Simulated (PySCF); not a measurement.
Values are calculated unless marked as measured or tabulated.
For a regular tetrahedral d6 complex 10Dq is 2284 cm⁻¹, Racah B 1106 cm⁻¹ and C 4114 cm⁻¹.

Task: Which are the lowest 12 multiplets of ligand-field theory, and at what energies?

Result: 
```tsv
state	E / cm⁻¹	E/B	CASSCF root / cm⁻¹
5E	0	0.0	0
5T2	2284	2.1	2014
3T1	20251	18.3	20150
3E	21234	19.2	21156
3T2	22380	20.2	22144
3T1	22529	20.4	22308
3T1	24316	22.0	24172
3A2	24456	22.1	24439
3T2	25440	23.0	25196
3A1	26404	23.9	26418
3T1	27214	24.6	27042
3E	27544	24.9	27307
```

Δ/B = 2.1 on the Tanabe–Sugano diagram. The parameters were fitted to the CASSCF roots of [FeBr4]2-, shown in the last column; over these levels the model misses the roots by 173 cm⁻¹ rms. CASSCF lacks dynamic correlation, so its B and C lie well above those fitted to measured bands.
